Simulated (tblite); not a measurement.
Compound: CH12OSi5.
Numbering: `[CH3:1][Si@H:2]1[SiH2:3][Si@H:4]([O:5][SiH3:6])[SiH2:7]1` (hydrogens: H8, H9, H10 on C1; H11 on Si2; H12, H13 on Si3; H14 on Si4; H15, H16, H17 on Si6; H18, H19 on Si7)

Computed with GFN2-xTB (tblite), gas phase: L-BFGS steps from a force-field or distance-geometry start until the largest atomic force falls under 0.01 eV/Å.

Step 101: E = -571.7260 eV
```
atom  x, y, z in Å  |  force x, y, z in eV/Å
C1     -3.3769   -0.7439    0.7027   -0.003  -0.007  -0.014
Si2    -1.7425   -0.6683   -0.2774    0.024   0.033   0.017
Si3    -0.7867    1.4996   -0.3826    0.027  -0.014  -0.008
Si4     1.0751    0.7004    0.8296   -0.011  -0.002  -0.032
O5      2.4024    0.6877   -0.1311    0.011   0.015   0.025
Si6     3.5722    0.5680   -1.2276   -0.023  -0.006   0.000
Si7     0.1375   -1.4608    0.9276    0.014  -0.018  -0.006
H8     -3.6981   -1.7677    0.8668   -0.017  -0.014   0.007
H9     -4.1796   -0.2263    0.1871   -0.019   0.003  -0.009
H10    -3.2610   -0.2775    1.6762    0.006   0.006   0.017
H11    -2.0488   -1.3304   -1.5618   -0.031  -0.016  -0.012
H12    -0.5537    2.0052   -1.7447    0.021   0.031  -0.006
H13    -1.5565    2.5987    0.2268    0.005  -0.012   0.012
H14     1.6193    1.3901    2.0108   -0.016   0.004   0.019
H15     3.1053    1.2808   -2.4165   -0.002  -0.022  -0.010
H16     4.7640    1.1894   -0.6550   -0.007   0.005   0.014
H17     3.7710   -0.8600   -1.4748   -0.013   0.004  -0.021
H18     0.8627   -2.5609    0.2721    0.037  -0.007   0.016
H19    -0.1154   -2.0149    2.2704   -0.003   0.019  -0.011
```

Step 102: E = -571.7264 eV
```
atom  x, y, z in Å  |  force x, y, z in eV/Å
C1     -3.3717   -0.7460    0.6955   -0.016   0.000  -0.007
Si2    -1.7365   -0.6656   -0.2808    0.029  -0.005   0.006
Si3    -0.7854    1.5010   -0.3770    0.033   0.008  -0.009
Si4     1.0761    0.7038    0.8363   -0.030   0.000  -0.010
O5      2.4003    0.6889   -0.1270    0.026   0.017   0.017
Si6     3.5625    0.5638   -1.2301   -0.011  -0.008  -0.012
Si7     0.1396   -1.4569    0.9330    0.004  -0.025  -0.009
H8     -3.6923   -1.7700    0.8595   -0.018  -0.006   0.001
H9     -4.1734   -0.2271    0.1795   -0.026  -0.007  -0.011
H10    -3.2572   -0.2791    1.6686    0.006   0.006   0.032
H11    -2.0401   -1.3297   -1.5658   -0.024  -0.008  -0.004
H12    -0.5497    2.0106   -1.7364    0.023   0.035  -0.017
H13    -1.5593    2.5968    0.2324    0.003  -0.009   0.016
H14     1.6244    1.3936    2.0154   -0.018   0.005   0.019
H15     3.0905    1.2753   -2.4178   -0.001  -0.022  -0.009
H16     4.7589    1.1834   -0.6649   -0.006   0.005   0.013
H17     3.7561   -0.8651   -1.4761   -0.012   0.005  -0.020
H18     0.8668   -2.5568    0.2801    0.042  -0.012   0.015
H19    -0.1196   -2.0115    2.2743   -0.002   0.021  -0.011
```

Step 103: E = -571.7266 eV
```
atom  x, y, z in Å  |  force x, y, z in eV/Å
C1     -3.3734   -0.7555    0.6762   -0.002   0.023   0.023
Si2    -1.7239   -0.6589   -0.2802   -0.041  -0.075  -0.010
Si3    -0.7818    1.5085   -0.3584    0.033   0.042  -0.019
Si4     1.0840    0.7118    0.8476   -0.007   0.009   0.017
O5      2.3978    0.6864   -0.1305    0.001   0.021   0.040
Si6     3.5496    0.5543   -1.2426    0.015  -0.006  -0.023
Si7     0.1436   -1.4470    0.9514   -0.004  -0.031  -0.016
H8     -3.6913   -1.7828    0.8335    0.002   0.037  -0.009
H9     -4.1723   -0.2377    0.1527    0.000  -0.026   0.004
H10    -3.2726   -0.2901    1.6541   -0.003  -0.028  -0.029
H11    -2.0114   -1.3243   -1.5730   -0.008   0.025   0.050
H12    -0.5498    2.0320   -1.7131    0.024   0.037  -0.018
H13    -1.5619    2.5949    0.2612    0.008  -0.013   0.015
H14     1.6496    1.4034    2.0202   -0.032  -0.010  -0.010
H15     3.0707    1.2640   -2.4286   -0.003  -0.020  -0.009
H16     4.7539    1.1708   -0.6894   -0.014   0.001   0.009
H17     3.7362   -0.8758   -1.4872   -0.013   0.004  -0.019
H18     0.8717   -2.5532    0.3103    0.043  -0.011   0.019
H19    -0.1287   -1.9917    2.2944    0.002   0.022  -0.014
```

Step 104: E = -571.7273 eV
```
atom  x, y, z in Å  |  force x, y, z in eV/Å
C1     -3.3630   -0.7490    0.6831   -0.021   0.016   0.021
Si2    -1.7252   -0.6625   -0.2889   -0.004  -0.081  -0.026
Si3    -0.7819    1.5036   -0.3689    0.025   0.046  -0.018
Si4     1.0773    0.7093    0.8452   -0.031  -0.002   0.039
O5      2.3971    0.6899   -0.1222    0.022   0.023   0.026
Si6     3.5476    0.5570   -1.2351    0.028  -0.006  -0.030
Si7     0.1430   -1.4525    0.9409   -0.008  -0.016  -0.021
H8     -3.6832   -1.7737    0.8494   -0.011   0.027  -0.017
H9     -4.1643   -0.2278    0.1676   -0.016  -0.031  -0.001
H10    -3.2475   -0.2813    1.6566   -0.005  -0.005   0.018
H11    -2.0289   -1.3310   -1.5753   -0.004   0.021   0.035
H12    -0.5445    2.0261   -1.7225    0.025   0.038  -0.026
H13    -1.5659    2.5893    0.2465    0.007  -0.010   0.016
H14     1.6316    1.3992    2.0233   -0.026  -0.003  -0.001
H15     3.0689    1.2664   -2.4213   -0.003  -0.020  -0.010
H16     4.7504    1.1742   -0.6796   -0.012   0.001   0.006
H17     3.7342   -0.8729   -1.4800   -0.013   0.003  -0.019
H18     0.8758   -2.5540    0.2984    0.046  -0.018   0.015
H19    -0.1314   -2.0009    2.2814    0.001   0.017  -0.006
```

Problem. Estimate the geometry and energy of step 105. (The exact step hangs on the optimiser's Hessian estimate; all steps are aligned on step 104, rigid shifts and turns removed.)

Solution. E = -571.7281 eV, largest force 0.079 eV/Å
```
atom  x, y, z in Å  |  force x, y, z in eV/Å
C1     -3.3562   -0.7446    0.6874   -0.022   0.012   0.024
Si2    -1.7250   -0.6654   -0.2948    0.010  -0.071  -0.034
Si3    -0.7804    1.5015   -0.3762    0.016   0.030  -0.013
Si4     1.0720    0.7083    0.8461   -0.040  -0.012   0.042
O5      2.3982    0.6951   -0.1113    0.068   0.020  -0.011
Si6     3.5436    0.5579   -1.2305    0.011   0.003   0.001
Si7     0.1436   -1.4565    0.9337   -0.009   0.004  -0.028
H8     -3.6776   -1.7679    0.8591   -0.019   0.019  -0.022
H9     -4.1591   -0.2218    0.1764   -0.021  -0.033  -0.001
H10    -3.2317   -0.2758    1.6588   -0.006   0.005   0.027
H11    -2.0370   -1.3349   -1.5784   -0.005   0.019   0.033
H12    -0.5374    2.0219   -1.7292    0.025   0.039  -0.032
H13    -1.5662    2.5877    0.2349    0.003  -0.005   0.016
H14     1.6155    1.3970    2.0291   -0.019   0.003   0.008
H15     3.0612    1.2663   -2.4161    0.000  -0.022  -0.005
H16     4.7486    1.1747   -0.6773   -0.023  -0.007  -0.004
H17     3.7262   -0.8730   -1.4748   -0.012   0.010  -0.018
H18     0.8816   -2.5529    0.2895    0.048  -0.025   0.010
H19    -0.1298   -2.0082    2.2721   -0.003   0.009   0.006
```

The energy changes by -0.0008 eV. The first-order estimate −F·Δx gives -0.0010 eV and the mean of the old and new forces, exact on a quadratic surface, -0.0009 eV. The step makes an angle of 83° with the force vector and moves no atom by more than 0.017 Å.

What follows is the cost of the whole relaxation. Time: 7.3 s wall, 6.2 s CPU. Hardware: an AMD EPYC with one thread, no GPU, shared host.
